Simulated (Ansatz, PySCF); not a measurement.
Al(Cl)(Me)(vinyl) (C3H6AlCl), SMILES C=[CH][Al]([CH3])[Cl].

Coordinates come from a B3LYP-D3(BJ)/def2-SVP optimisation. The structure was generated by enumeration; whether it is a known compound was not checked. The values are those of a single conformer.

Vertical ionisation energy (IE) and electron affinity (EA) in eV. Rows of orbital energies are one-electron estimates. Where ΔSCF, EOM or ADC give a negative EA the extra electron is unbound and the value depends on the basis.

```tsv
level	IE	EA
−ε(HOMO), −ε(LUMO), PBE0/def2-TZVP (PySCF)	7.99	1.38
−ε(HOMO), −ε(LUMO), PBE/def2-TZVP (PySCF)	?	?
ΔSCF, PBE0/def2-SVPD (Ansatz), final states of multiplicity 2 and 2	9.92	-0.17
ΔSCF, PBE/def2-SVPD (Ansatz), final states of multiplicity 2 and 2	9.49	-0.09
```

Problem. Fill in the missing entries. (An estimate is asked for; the answer gives what the named calculation found.)

Solution. 
- −ε(HOMO), −ε(LUMO), PBE/def2-TZVP (PySCF), IE: 6.69
- −ε(HOMO), −ε(LUMO), PBE/def2-TZVP (PySCF), EA: 2.25

Problem. What vertical singlet–triplet gap does ΔSCF give with PBE0/def2-SVPD (Ansatz, a first-principles code) and with PBE/def2-SVPD (Ansatz)? (The exact figures need the calculation; the answer reports its results.)

Solution. 3.89 and 4.05 eV (triplet above singlet where positive).
